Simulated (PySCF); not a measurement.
Static response to an electric field

C6H6FN.
Structure used (GFN2-xTB), in Å, numbered top down from 1:
```
atom  x, y, z in Å
C1     2.1448   -0.4175   -0.1401
C2     0.9071   -0.1117   -0.4213
C3    -0.1860    0.0539   -1.3670
C4    -0.3997    0.3331    0.1284
C5    -0.5162    1.6958    0.5284
N6    -0.5962    2.7896    0.8549
C7    -1.2296   -0.6458    0.9343
F8    -2.5429   -0.6164    0.5327
H9     2.8327   -0.7306   -0.9085
H10    2.5273   -0.3643    0.8657
H11   -0.1755    0.9023   -2.0376
H12   -0.6746   -0.8211   -1.7736
H13   -0.8745   -1.6708    0.7804
H14   -1.2172   -0.3969    2.0010
```

Level: PBE0/def2-SVPD (PySCF), static field, nuclei fixed, core orbitals frozen in the response. The polarisability tensor in these axes (au):

```
x   82.14 -7.84 -1.59
y   -7.84 73.57  5.25
z   -1.59  5.25 65.63
```

Diagonalise the tensor; give its mean and Δα, where Δα² is half the sum of the squared differences of the eigenvalues.

Principal values 62.73, 71.05 and 87.56 au; mean 73.78 au = 10.93 Å³ = 12.16 × 10⁻⁴⁰ C²·m²/J; Δα = 21.88 au (30 % of the mean).

What is the dipole moment, and where does it point?

(2.33, -3.83, -1.18) D, 4.64 D in size, pointing from the negative to the positive side. Measured along this direction, the outermost atoms are N6 at the negative end and H9 at the positive end.

Find the Langevin capture rate constant for O2+ (31.990 u) meeting this molecule (111.048 u), k = 2.342 × 10⁻⁹ cm³/s × √(α in Å³ / reduced mass in u).

The reduced mass is 24.84 u, so k = 1.55 × 10⁻⁹ cm³/s. The formula leaves out the permanent dipole, which adds to the capture rate.

What molar refraction does this α imply?

Lorentz–Lorenz: R = (4π/3)N_A α = 2.5225 cm³/(mol·Å³) × 10.93 Å³ = 27.6 cm³/mol, in the limit of long wavelengths.

Directions of the eigenvectors, and the extent of the frame along each?

Largest value along (0.83, -0.53, -0.19), where the nuclei span 5.04 Å; middle along (0.55, 0.68, 0.49), 3.78 Å; least along (-0.14, -0.51, 0.85), 4.23 Å. The strongest response lies along the longest span, while the other two are in reverse order.

Geometry: GFN2-xTB, one conformer, isolated molecule.
